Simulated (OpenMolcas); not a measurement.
**Levels of Br5+ by method**

```
Program             : OpenMolcas 26.06
Basis               : ANO-RCC-VQZP [7s6p4d2f1g]
Scalar Hamiltonian  : DKH2, point nucleus
Active space        : 2 electrons in 4 orbitals (4s 4p)
State averaging     : 2S+1 = 3 even, 3 roots; 2S+1 = 1 even, 7 roots; 2S+1 = 3 odd, 3 roots; 2S+1 = 1 odd, 3 roots
Spin-orbit coupling : RASSI with atomic mean-field integrals over the reference wave functions, term energies averaged over their components
```

Methods on the same reference wave functions:
A. CASSCF
B. SS-CASPT2, IPEA 0.25 Eh, imaginary shift 0.1 Eh (closed shells correlated: 3d)
C. MS-CASPT2, IPEA 0.25 Eh, imaginary shift 0.1 Eh (closed shells correlated: 3d)

Energies in cm-1 above 4s2 1S0, the measured ground level; measured values from Moore, Atomic Energy Levels, vol. II, NSRDS-NBS 35 (1971 reprint of NBS Circular 467, 1952).

| Level | A | B | C | Measured |
| --- | --- | --- | --- | --- |
| 4s2 1S0 | 0.0 | 0.0 | 0.0 | 0.0 |
| 4s 4p 3P* 0 | 100798 | 101498 | 101571 | 104316 |
| 4s 4p 3P* 1 | 102745 | 103420 | 103493 | 106431 |
| 4s 4p 3P* 2 | 107032 | 107732 | 107805 | 111336 |
| 4s 4p 1P* 1 | 162013 | 153118 | 153191 | 151274 |
| 4p2 3P0 | 242524 | 242545 | 242615 | 244136 |
| 4p2 3P1 | 245159 | 245326 | 245400 | 247406 |
| 4p2 3P2 [62 %] | 248634 | 247148 | 247222 | 253892 |
| 4p2 1D2 [62 %] | 263323 | 253043 | 253116 |  |
| 4p2 1S0 | 295143 | 285217 | 285367 |  |

Deviations, from unrounded energies. A percentage is the sum of absolute deviations over the sum of measured energies, with the sign that they share, or ± where signs differ.

```csv
Against measurement,Levels,A,B,C
mean absolute deviation (cm-1),7,4500,3100,3000
other configurations (%),7,±2.6,±1.8,±1.7
```

B, C lie about equally close to measurement and A furthest from it. The largest miss of C in the table is 4p2 3P2 [62 %], by -6700 cm-1. The ranking rests on the paired levels alone, and a cruder setting can come out closer through cancelling errors.

Between B and C the level of the table that moves most is 4p2 1S0, by 150 cm-1 (lowest in B, highest in C).

The lowest spin-free term lies below A's lowest term by 0.073 hartree in B, 0.073 hartree in C.

Over all roots computed the reference weight is 0.94 to 0.99 in B, 0.94 to 0.99 in C; the roots of lowest weight are the least certain, and an intruder state may touch them. The ¹D term of p² mixes with s d, which this space lacks. Measured partners are found by configuration, term and J. A level has none where our copy of the source lacks it or the pairing is in doubt (some pairs that miss far off the trend of their configuration count as doubtful), and it then counts in no deviation. Only configurations of the active space appear.

A share in square brackets marks a mixed level and gives the weight of the term that names it, the lowest over the columns. * marks odd parity.
